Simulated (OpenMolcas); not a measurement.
Computed transition rates of Hf

| Item | Value |
| --- | --- |
| Program | OpenMolcas 26.06 |
| Method | SS-CASPT2, IPEA 0.25 Eh, imaginary shift 0.1 Eh (closed shells correlated: 5s 5p 6s) |
| Basis | ANO-R3 [9s7p7d4f3g1h] |
| Scalar Hamiltonian | X2C, finite nucleus |
| Active space | 2 electrons in 5 orbitals (5d) |
| State averaging | 2S+1 = 3 even, 10 roots; 2S+1 = 1 even, 15 roots |
| Spin-orbit coupling | state interaction with AMFI integrals over the reference wave functions, term energies averaged over their components |

Rates come from the transition moments of the reference wave functions (E1 and E2 in the length form). At fixed line strength A goes as λ^-3 for E1 and M1 and as λ^-5 for E2, so a rate at the computed wavelength can be rescaled to the measured one. Measured vacuum wavelengths follow from level energies in NIST Handbook of Basic Atomic Spectroscopic Data. Branching counts decays inside the model space alone, at computed energies, and the table is only a selection of the E2 and M1 lines, drawn from those between levels with measured partners whose computed energy lies within a factor of 1.5 of the measured one.

```json
{"Upper": "5d2 6s2 1D2 [74 %]", "Lower": "5d2 6s2 3F2", "Type": "M1", "λ computed (nm)": "1520", "λ measured (nm)": "1773", "A computed (s-1)": "5.63e-01", "A rescaled (s-1)": "", "Branching %": "74.9"}
{"Upper": "5d2 6s2 3F3", "Lower": "5d2 6s2 3F2", "Type": "M1", "λ computed (nm)": "3552", "λ measured (nm)": "4243", "A computed (s-1)": "5.16e-01", "A rescaled (s-1)": "3.03e-01", "Branching %": "100.0"}
{"Upper": "5d2 6s2 3F4", "Lower": "5d2 6s2 3F3", "Type": "M1", "λ computed (nm)": "3993", "λ measured (nm)": "4523", "A computed (s-1)": "3.05e-01", "A rescaled (s-1)": "2.10e-01", "Branching %": "100.0"}
{"Upper": "5d2 6s2 1D2 [74 %]", "Lower": "5d2 6s2 3F3", "Type": "M1", "λ computed (nm)": "2657", "λ measured (nm)": "3047", "A computed (s-1)": "1.87e-01", "A rescaled (s-1)": "", "Branching %": "24.9"}
{"Upper": "5d2 6s2 3P2", "Lower": "5d2 6s2 3F3", "Type": "M1", "λ computed (nm)": "1131", "λ measured (nm)": "1509", "A computed (s-1)": "1.55e-01", "A rescaled (s-1)": "", "Branching %": "13.7"}
{"Upper": "5d2 6s2 3P2", "Lower": "5d2 6s2 3P1", "Type": "M1", "λ computed (nm)": "4371", "λ measured (nm)": "4147", "A computed (s-1)": "1.35e-01", "A rescaled (s-1)": "1.58e-01", "Branching %": "11.9"}
{"Upper": "5d2 6s2 3P0", "Lower": "5d2 6s2 3F2", "Type": "E2", "λ computed (nm)": "1296", "λ measured (nm)": "1811", "A computed (s-1)": "8.01e-02", "A rescaled (s-1)": "1.50e-02", "Branching %": "100.0"}
{"Upper": "5d2 6s2 3P1", "Lower": "5d2 6s2 3F2", "Type": "M1", "λ computed (nm)": "1068", "λ measured (nm)": "1521", "A computed (s-1)": "6.34e-02", "A rescaled (s-1)": "", "Branching %": "22.5"}
{"Upper": "5d2 6s2 3P1", "Lower": "5d2 6s2 3F2", "Type": "E2", "λ computed (nm)": "1068", "λ measured (nm)": "1521", "A computed (s-1)": "4.28e-02", "A rescaled (s-1)": "7.31e-03", "Branching %": "15.1"}
{"Upper": "5d2 6s2 3P2", "Lower": "5d2 6s2 3F3", "Type": "E2", "λ computed (nm)": "1131", "λ measured (nm)": "1509", "A computed (s-1)": "2.28e-02", "A rescaled (s-1)": "5.39e-03", "Branching %": "2.0"}
{"Upper": "5d2 6s2 3P2", "Lower": "5d2 6s2 3F4", "Type": "E2", "λ computed (nm)": "1578", "λ measured (nm)": "2264", "A computed (s-1)": "1.26e-02", "A rescaled (s-1)": "2.07e-03", "Branching %": "1.1"}
{"Upper": "5d2 6s2 3P2", "Lower": "5d2 6s2 3F2", "Type": "E2", "λ computed (nm)": "858", "λ measured (nm)": "1113", "A computed (s-1)": "6.08e-03", "A rescaled (s-1)": "1.66e-03", "Branching %": "0.5"}
```

Spin-changing lines and M1 lines between different terms are not rescaled, since their strength hangs on the term gaps too.

The largest correction is for 5d2 6s2 3P2 → 5d2 6s2 3F4 (E2): 1.26e-02 × (1578 / 2264)^5 = 2.07e-03 s-1, a factor of 0.16.

The computed order of these levels differs from the measured one in 1 place, and where term gaps are wrong the rates of spin-changing lines can be off by large factors.

No measured rate stands beside these. Rescaling mends the energy factor alone: line strengths can still be far off where a level mixes with configurations outside the active space, and weak or spin-changing lines hang on small mixing coefficients that depend on the term gaps too, so rescaling need not improve them.

CASPT2 breaks the degeneracy within a term, and the mean is taken; among the terms shown or strongly mixed into the levels shown the widest spread is 370 cm-1 (5d2 6s2 3F). Over all roots computed the reference weight is 0.84 to 0.90; the roots of lowest weight are the least certain, and an intruder state may touch them. Some levels mix across a computed gap that differs much from the measured one, so their mixing is not that of the real levels. With the s shell closed, the reference lacks s² → p², s² → d² and s → d mixing, so excited terms can stand far too high and out of order, with CASPT2 too. Some terms miss by over 15 % even with CASPT2, which points to a basis or an active space too small for the shells correlated. Computed and measured levels are paired by configuration, term and J; levels that our copy of the source lacks, or whose pairing is in doubt (as where it misses far off the trend of its configuration), stay unpaired. Levels of configurations outside the active space are missing.

A share in square brackets marks a mixed level and gives the weight of the term that names it.
